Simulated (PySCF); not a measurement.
HfI$_{3}$, doublet, at a GFN2-xTB geometry (such geometries of metal compounds can be far from the true shape) (the multiplicity is a formal guess) (core potentials on Hf, I); BLYP/def2-SVP in PySCF.

Here is a job for PySCF.
```python
from pyscf import gto, scf, dft

mol = gto.Mole()
mol.atom = '''
    Hf   -0.000000   -0.000000    0.000000
    I    -2.147568   -1.652905   -0.262592
    I    -0.033720    2.468631   -1.147965
    I     2.181289   -0.815726    1.410557
'''
mol.basis = 'def2-svp'
mol.ecp = {'Hf': 'def2-svp', 'I': 'def2-svp'}
mol.charge = 0
mol.spin = 1
mol.verbose = 4
mol.build()

mf = dft.UKS(mol)
mf.xc = 'blyp'
mf.kernel()
mf.analyze()
```

It wrote (shortened):

```
PySCF version 2.14.0

[INPUT] verbose = 4
[INPUT] num. atoms = 4
[INPUT] num. electrons = 87
[INPUT] charge = 0
[INPUT] spin (= nelec alpha-beta = 2S) = 1
[INPUT] symmetry False subgroup None
[INPUT] Mole.unit = angstrom
[INPUT] Symbol           X                Y                Z      unit          X                Y                Z       unit  Magmom
[...]
nuclear repulsion = 385.319833601674
number of shells = 42
number of NR pGTOs = 240
number of NR cGTOs = 110
basis = def2-svp
ecp = {'Hf': 'def2-svp', 'I': 'def2-svp'}

******** <class 'pyscf.dft.uks.UKS'> ********
method = UKS
initial guess = minao
damping factor = 0
level_shift factor = 0
DIIS = <class 'pyscf.scf.diis.CDIIS'>
diis_start_cycle = 1
diis_space = 8
diis_damp = 0
SCF conv_tol = 1e-09
SCF conv_tol_grad = None
SCF max_cycles = 50
direct_scf = True
direct_scf_tol = 1e-13
number electrons alpha = 44  beta = 43
XC library pyscf.dft.libxc version 7.1.2
    S. Lehtola, C. Steigemann, M. J. T. Oliveira, and M. A. L. Marques,  SoftwareX 7, 1–5 (2018)
XC functionals = blyp
    A. D. Becke,  Phys. Rev. A 38, 3098 (1988)
    C. Lee, W. Yang, and R. G. Parr,  Phys. Rev. B 37, 785 (1988)
    B. Miehlich, A. Savin, H. Stoll, and H. Preuss,  Chem. Phys. Lett. 157, 200 (1989)
radial grids:
    Treutler-Ahlrichs [JCP 102, 346 (1995); DOI:10.1063/1.469408] (M4) radial grids

becke partition: Becke, JCP 88, 2547 (1988); DOI:10.1063/1.454033
pruning grids: <function nwchem_prune>
grids dens level: 3
symmetrized grids: False
atomic radii adjust function: <function treutler_atomic_radii_adjust>
small_rho_cutoff = 0
Set gradient conv threshold to 3.16228e-05
tot grids = 89672
init E= -834.401692594414

cycle= 1 E= -936.274319817175  delta_E= -102  |g|= 3.85  |ddm|= 12.2
cycle= 2 E= -926.831551577728  delta_E= 9.44  |g|= 4.74  |ddm|= 10.8

cycle= 3 E= -938.004289578279  delta_E= -11.2  |g|= 1.83  |ddm|= 8.45

cycle= 4 E= -939.572528917343  delta_E= -1.57  |g|= 1.56  |ddm|= 6.63
cycle= 5 E= -941.034655612736  delta_E= -1.46  |g|= 0.279  |ddm|= 1.61
cycle= 6 E= -940.886846053247  delta_E= 0.148  |g|= 0.494  |ddm|=  1.1
cycle= 7 E= -941.090230630089  delta_E= -0.203  |g|= 0.0399  |ddm|= 0.789
cycle= 8 E= -941.091127309732  delta_E= -0.000897  |g|= 0.0197  |ddm|= 0.0811
cycle= 9 E= -941.091447905176  delta_E= -0.000321  |g|= 0.00558  |ddm|= 0.0409
cycle= 10 E= -941.091470413168  delta_E= -2.25e-05  |g|= 0.00211  |ddm|= 0.0127
cycle= 11 E= -941.091474170537  delta_E= -3.76e-06  |g|= 0.000504  |ddm|= 0.00405
[...]
converged SCF energy = -941.091474374982  <S^2> = 0.75283315  2S+1 = 2.0028311
Total Energy =                        -941.091474374981999
[...]
spin_pop of  1 I 6px      -0.00051
spin_pop of  1 I 6py       0.00914
spin_pop of  1 I 6pz       0.00431
spin_pop of  1 I 7px      -0.00621
spin_pop of  1 I 7py       0.00038
spin_pop of  1 I 7pz       0.00028
spin_pop of  1 I 4dxy      0.00014
spin_pop of  1 I 4dyz      0.00014
spin_pop of  1 I 4dz^2     0.00016
spin_pop of  1 I 4dxz      0.00007
spin_pop of  1 I 4dx2-y2   -0.00000
spin_pop of  1 I 5dxy      0.00094
spin_pop of  1 I 5dyz      0.00135
spin_pop of  1 I 5dz^2     0.00024
spin_pop of  1 I 5dxz      0.00015
spin_pop of  1 I 5dx2-y2    0.00010
spin_pop of  2 I 4s        0.00000
spin_pop of  2 I 5s        0.00490
spin_pop of  2 I 6s        0.00414
spin_pop of  2 I 7s        0.00068
spin_pop of  2 I 4px       0.00019
spin_pop of  2 I 4py      -0.00005
spin_pop of  2 I 4pz      -0.00001
spin_pop of  2 I 5px      -0.00085
spin_pop of  2 I 5py      -0.00000
spin_pop of  2 I 5pz      -0.00000
spin_pop of  2 I 6px      -0.00044
spin_pop of  2 I 6py      -0.00347
spin_pop of  2 I 6pz       0.00851
spin_pop of  2 I 7px       0.00138
spin_pop of  2 I 7py       0.00023
spin_pop of  2 I 7pz       0.00020
spin_pop of  2 I 4dxy      0.00019
spin_pop of  2 I 4dyz      0.00016
spin_pop of  2 I 4dz^2     0.00012
spin_pop of  2 I 4dxz      0.00007
spin_pop of  2 I 4dx2-y2   -0.00000
spin_pop of  2 I 5dxy      0.00171
spin_pop of  2 I 5dyz      0.00027
spin_pop of  2 I 5dz^2     0.00049
spin_pop of  2 I 5dxz      0.00002
spin_pop of  2 I 5dx2-y2    0.00052
spin_pop of  3 I 4s        0.00000
spin_pop of  3 I 5s        0.00488
spin_pop of  3 I 6s        0.00537
spin_pop of  3 I 7s        0.00061
spin_pop of  3 I 4px       0.00027
spin_pop of  3 I 4py      -0.00002
spin_pop of  3 I 4pz      -0.00005
spin_pop of  3 I 5px      -0.00080
spin_pop of  3 I 5py      -0.00000
spin_pop of  3 I 5pz      -0.00000
spin_pop of  3 I 6px      -0.00091
spin_pop of  3 I 6py       0.00835
spin_pop of  3 I 6pz      -0.00141
spin_pop of  3 I 7px       0.00214
spin_pop of  3 I 7py       0.00025
spin_pop of  3 I 7pz       0.00016
spin_pop of  3 I 4dxy      0.00013
spin_pop of  3 I 4dyz      0.00017
spin_pop of  3 I 4dz^2     0.00019
spin_pop of  3 I 4dxz      0.00006
spin_pop of  3 I 4dx2-y2   -0.00000
spin_pop of  3 I 5dxy      0.00058
spin_pop of  3 I 5dyz      0.00057
spin_pop of  3 I 5dz^2     0.00150
spin_pop of  3 I 5dxz      0.00005
spin_pop of  3 I 5dx2-y2    0.00027
In total            44.00000 | 43.00000
Dipole moment(X, Y, Z, Debye): -0.00029,  0.00010, -0.00018
```
